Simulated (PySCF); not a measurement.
**Removal energies of Sb(41+) from EOM-IP-GCCSD**

Reference: closed-shell Sb(41+), [Ne]; one electron is removed. Calculated with PySCF 2.14, two-component X2C-1e with screened spin-orbit coupling, an even-tempered Gaussian basis (17 s from 4.8 bohr⁻², ratio 2.6; 13 p from 6.2 bohr⁻², ratio 2.6; 6 d from 6.4 bohr⁻², ratio 2.8; 3 f from 150 bohr⁻², ratio 2.8); frozen 1s2; the 52 highest virtual spinors dropped; of the others 44 kept and the rest restored at second order. No Breit or QED terms. Binding energies in eV.

| level | Koopmans | second order | EOM-CCSD |
| --- | --- | --- | --- |
| 2s1/2 | 7268.2 | 7265.1 | 7265.1 |
| 2p1/2 | 6986.6 | 6984.3 | 6984.4 |
| 2p3/2 | 6722.1 | 6720.2 | 6720.3 |

For comparison, the ionisation energy of Sb(41+) is 6714 ± 4 eV (theoretical estimate listed by NIST; NIST Atomic Spectra Database, ionization energies).
